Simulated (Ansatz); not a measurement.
Geometry optimisation, Ansatz, RKS r2SCAN-D4/def2-SVP.

Input file:

```yaml
crystal:
  periodic: [false, false, false]
  atoms:
    - { symbol: Ge, position_ang: [0.300157, -0.024851, -0.06724] }
    - { symbol: Cl, position_ang: [0.777872, -0.042825, 2.085323] }
    - { symbol: H, position_ang: [1.63386, 0.198223, -0.787653] }
    - { symbol: H, position_ang: [-0.679344, 1.124773, -0.307886] }
    - { symbol: H, position_ang: [-0.301428, -1.390063, -0.398039] }
    - { symbol: P, position_ang: [-2.955613, 0.224595, 1.136338] }
    - { symbol: H, position_ang: [-2.769429, -0.983734, 0.394729] }
    - { symbol: H, position_ang: [-3.801756, -0.429174, 2.090324] }
    - { symbol: H, position_ang: [-1.791718, 0.010956, 1.931104] }
basis:
  gaussian: { orbitals: def2-SVP }
hamiltonian:
  xc: r2scan
  dispersion: d4
relax:
  f_tol: 0.03
  max_steps: 50
```

Run as:

```bash
$ ansatz run input.yaml --threads 4 --pin off --max-ram 5120MiB --backend cpu --events-out ev --progress --plain --runs-dir out
```

Q: Where does it end, and by what steps?

A: The forces met the threshold. After 5 steps the energy has fallen by 0.104 eV; P6 moved furthest, 0.31 Å.

```
step  energy less start (eV)  largest force component (eV/Å)  accepted
   0                  0.0000                           0.430       yes
   1                 -0.0907                           0.195       yes
   2                 -0.0875                           0.468        no
   3                 -0.1019                           0.080       yes
   4                 -0.1012                           0.138        no
   5                 -0.1036                           0.010       yes
```

```xyz
9
Properties=species:S:1:pos:R:3
Ge 0.512 -0.022 -0.132
Cl 0.981 -0.050 1.988
H 1.825 0.216 -0.882
H -0.489 1.114 -0.357
H -0.096 -1.385 -0.476
P -3.250 0.214 1.241
H -2.972 -0.968 0.485
H -4.040 -0.505 2.191
H -2.059 0.074 2.019
```

Whether the end is a true minimum wasn't checked by a vibrational analysis.

The run took 16 s on 4 threads of Intel(R) Xeon(R) Platinum 8259CL CPU @ 2.50GHz (Skylake/Cascade Lake) (shared host), peak memory 0.19 GiB.
